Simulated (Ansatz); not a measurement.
Consider the substitution at a C–S bond: `COCS[SiH3]` + HI → `COCI` + `[SiH3]S`.

Program: Ansatz. Geometries: PBE0-D4/def2-TZVP. ΔE: electronic, gas phase. CCSD(T)/CBS adds triple-zeta CCSD(T) − MP2 to the extrapolated MP2 energy (def2 sets, frozen cores). Functionals use def2-TZVPP. B3LYP here is the variant with VWN-RPA as its local correlation; programs differ in this. Elements past krypton have def2 core potentials. For I outer-core shells are correlated without core-valence functions, which leaves a few kJ/mol of doubt a bond. Each species was taken in one conformer, which may not be the lowest.

`COCS[SiH3]`:

```xyz
13

C     0.223   -1.013    1.632
O    -0.782   -0.455    0.819
C    -0.646    0.905    0.603
S     0.791    1.388   -0.440
Si    0.331    0.190   -2.144
H     0.245   -0.527    2.616
H     1.210   -0.914    1.167
H    -0.018   -2.068    1.757
H    -1.558    1.241    0.110
H    -0.507    1.459    1.539
H     0.619   -1.250   -1.925
H    -1.104    0.350   -2.496
H     1.195    0.696   -3.239
```

HI:

```xyz
2

I    -0.739    0.308    0.085
H     0.739   -0.308   -0.085
```

`COCI`:

Z-matrix (Å, degrees):
```
C
O 1 1.411
H 1 1.096 2 110.9
H 1 1.088 2 106.9 3 -119.5
H 1 1.095 2 110.4 3 121.1
C 2 1.354 1 114.7 3 -55.2
I 6 2.211 2 113.9 1 -72.3
H 6 1.085 2 109.4 1 172.3
H 6 1.092 2 114.0 1 45.3
```

`[SiH3]S`:

```xyz
6

Si   -0.450   -0.258   -0.098
S     1.612    0.253   -0.329
H    -0.739   -0.764    1.269
H    -0.690   -1.329   -1.094
H    -1.335    0.901   -0.376
H     1.601    1.197    0.628
```

```
             level  ΔE (kJ/mol)  difference from CCSD(T)/CBS
            PBE-D4         -8.9                         -0.2
         r2SCAN-D4         -8.9                         -0.2
           PBE0-D4         -5.1                          3.6
           ωB97M-V         -2.1                          6.6
            B2PLYP        -11.1                         -2.4
            r2SCAN        -10.5                         -1.8
              PBE0         -9.0                         -0.3
             B3LYP        -14.4                         -5.7
     HF/def2-TZVPP         -8.3                          0.4
    MP2/def2-TZVPP         -7.1                          1.6
SCS-MP2/def2-TZVPP         -7.4                          1.3
   CCSD/def2-TZVPP         -4.1                          4.6
     HF/def2-QZVPP         -8.8                         -0.1
    MP2/def2-QZVPP         -9.5                         -0.8
SCS-MP2/def2-QZVPP         -9.6                         -0.9
      HF/CBS(def2)         -8.9                         -0.2
       CCSD(T)/CBS         -8.7                            0
```

Largest T1 diagnostic among the species: 0.012.

From PBE to PBE0 (25 % exact exchange), in def2-TZVPP and without D4, ΔE moves by +4.2 kJ/mol. The D4 term adds +6.4 kJ/mol with B3LYP and +3.9 kJ/mol with PBE0; it sums over pairs of atoms, weighted by their polarisabilities, and B3LYP, whose exchange is more repulsive, gets the larger term.
